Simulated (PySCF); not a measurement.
# Potential energy of BePb along the bond

Set-up: Be def2-SVP, Pb def2-SVP with ECP60; scalar-relativistic core potentials (PySCF 2.14). Energies in eV from Be + Pb in their ground configurations at the same level. State: ³Σ⁻ (triplet), unpaired electrons π ↑↑.

| R (Å) | PBE0 |
| --- | --- |
| 2.091 | -0.638 |
| 2.188 | -0.920 |
| 2.285 | -1.073 |
| 2.358 | -1.126 |
| 2.431 | -1.141 |
| 2.504 | -1.126 |
| 2.601 | -1.074 |
| 2.723 | -0.978 |
| 2.869 | -0.841 |
| 3.063 | -0.657 |

Problem. Put a parabola through the three lowest points of the PBE0 curve and estimate Re, k and ωe (reduced mass 8.638 u; 1 eV/Å² = 0.16022 mdyn/Å; ωe = 1302.8·√(k/μ) cm⁻¹).

Solution. Through R = 2.358, 2.431, 2.504 Å the second-order coefficient is 2.81 eV/Å², so Re ≈ 2.431 Å, k ≈ 0.902 mdyn/Å and ωe ≈ 421 cm⁻¹. A polynomial fit of higher order to the unrounded PBE0 energies gives Re = 2.426 Å, k = 0.888 mdyn/Å, ωe = 418 cm⁻¹; anharmonicity and rounding make the difference.

The higher-order fit for each curve: PBE0: Re = 2.426 Å, ωe = 418 cm⁻¹, De = 1.14 eV.

Spin–orbit coupling is left out, which matters for elements this heavy, above all for dissociation energies. The state is the lowest determinant that a PBE0 search found; another state may lie lower at other levels.
